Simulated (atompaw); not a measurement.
**Pseudopotential generation for In (Z = 49): PAW (atompaw), LDA (PW92), scalar-relativistic.**

| Quantity | Value |
| --- | --- |
| Element | indium (In) |
| Generator | atompaw 4.2.0.5 |
| Type | PAW |
| Functional | LDA (PW92) |
| Relativity | scalar-relativistic |
| Frozen core | [Kr] |
| Valence charge | 13 |
| Reference configuration | 4d10 5s2 5p1 |
| Partial waves | 5s (bound): rc 3.00 bohr; 5s channel at 4.3 Ry: rc 3.00 bohr; 5p (bound): rc 3.00 bohr; 5p channel at 0.3 Ry: rc 3.00 bohr; 4d (bound): rc 1.05 bohr; 4d channel at 0.55 Ry: rc 1.05 bohr |
| Local potential | bessel scheme, radius 2.15 bohr |
| Core correction | smooth core density matched at 1.80 bohr |
| Augmentation charge | besselshape compensation charge, radius 2.40 bohr; PAW radius 3.00 bohr; waves and projectors: custom rrkj vanderbiltortho |

All-electron outer shells of the reference configuration (LDA (PW92), scalar-relativistic, ld1.x):

```csv
shell,level (eV),outermost node (bohr),outermost maximum (bohr)
4s,-119.47,0.41,0.77
4p,-78.05,0.42,0.82
4d,-18.72,0.40,0.94
5s,-8.48,1.02,2.13
5p,-2.70,1.14,2.85
```

(1) Estimate the cutoffs (Ry, on a coarse ladder) from which the occupation-weighted sum of valence levels, in a spherical-Bessel basis at the reference potential, stays within 10 and 1 mRy of its value at 400 Ry.

(2) What does a ghost test show?

(3) Is the overlap operator S = 1 + Σ q|β⟩⟨β| positive definite (Bessel basis up to 400 Ry)?

(4) Which valence shell sets the plane-wave cutoff?

## Answers

(1) 100 Ry and 180 Ry.

(2) No extra level below or beside the all-electron valence levels (s, p, d, f tested).

(3) Yes: its lowest eigenvalue is 0.09 (s channel).

(4) 4d: its level needs 100 Ry to come within 1 mRy, against 6 Ry for 5s.
